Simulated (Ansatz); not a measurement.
`[CH3][In]([CH3])[F]` + H–F → `[CH3][In]([F])[F]` + CH₄  (ligand exchange at the In–C bond)

Calculated with Ansatz (gas phase, PBE0-D4/def2-TZVP geometries, no zero-point term in ΔE). CCSD(T)/CBS is the MP2 limit (def2-TZVPP, def2-QZVPP) plus CCSD(T) − MP2 in def2-TZVPP, frozen cores. This one scheme is used for every species. Functionals use def2-TZVPP. Elements past krypton have def2 core potentials. For In outer-core shells are correlated without core-valence functions, which leaves a few kJ/mol of doubt a bond.

CCSD(T)/CBS gives -77.4 kJ/mol.

(1) Another level gave -75.5 kJ/mol. Which?
A. revPBE-D4/def2-TZVPP
B. CCSD/def2-TZVPP
C. CAM-B3LYP/def2-TZVPP
D. ωB97X-V/def2-TZVPP

Largest T1 diagnostic among the species: 0.016.

## Answers

(1) B. CCSD/def2-TZVPP -75.5, ωB97X-V -89.0, CAM-B3LYP -93.3, revPBE-D4 -84.3 kJ/mol.

At CCSD(T), def2-SVP lies −20.2 kJ/mol from the extrapolated value and def2-TZVPP +3.1 kJ/mol. From BLYP to BHLYP (50 % exact exchange), in def2-TZVPP and without D4, ΔE moves by +5.7 kJ/mol.
